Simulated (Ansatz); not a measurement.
Reaction (formal exchange of groups at a B–In bond): `[InH2][B]1CN1` + BH₃ → `BB1CN1` + `[InH3]`

Program: Ansatz. Geometries: PBE0-D4/def2-TZVP. ΔE: electronic, gas phase. CCSD(T)/CBS is the MP2 limit (def2-TZVPP, def2-QZVPP) plus CCSD(T) − MP2 in def2-TZVPP, frozen cores. This one scheme is used for every species. Functionals use def2-TZVPP. HSE06 is defined as in plane-wave codes. def2 core potentials past Kr. For In outer-core shells are correlated without core-valence functions, which leaves a few kJ/mol of doubt a bond.

(1) Is it downhill or uphill in electronic energy at CCSD(T)/CBS, and by how much? (Best estimate.)

(2) What do these levels give: r2SCAN-D4, r2SCANh-D4, r2SCAN0-D4, BHLYP-D4, PBE-QIDH, HSE06, BHLYP, RPA@PBE/def2-TZVPP, HF/def2-SVP, MP2/def2-TZVPP, MP2/CBS(def2), CCSD/CBS(def2)? (An estimate is asked.)

Largest T1 diagnostic among the species: 0.015.

Results:

(1) Computed: Uphill: ΔE = +11.0 kJ/mol.

(2) The calculation gave: r2SCAN-D4 -7.9, r2SCANh-D4 -5.9, r2SCAN0-D4 -3.3, BHLYP-D4 1.8, PBE-QIDH 5.7, HSE06 -5.2, BHLYP -1.2, RPA@PBE/def2-TZVPP 16.6, HF/def2-SVP 2.6, MP2/def2-TZVPP 18.6, MP2/CBS(def2) 18.4, CCSD/CBS(def2) 10.3 kJ/mol.

Leaving LDA and LC-ωPBE aside and taking each functional with its dispersion term where it has one, the values, not all of them listed here, spread over 29.2 kJ/mol, from B97M-V to PBE-QIDH. LDA lies −6.9 kJ/mol from PBE without D4. At CCSD(T), def2-SVP lies −5.5 kJ/mol from the extrapolated value and def2-TZVPP +0.2 kJ/mol. From r2SCAN to r2SCAN0 (25 % exact exchange), in def2-TZVPP and without D4, ΔE moves by +4.5 kJ/mol.
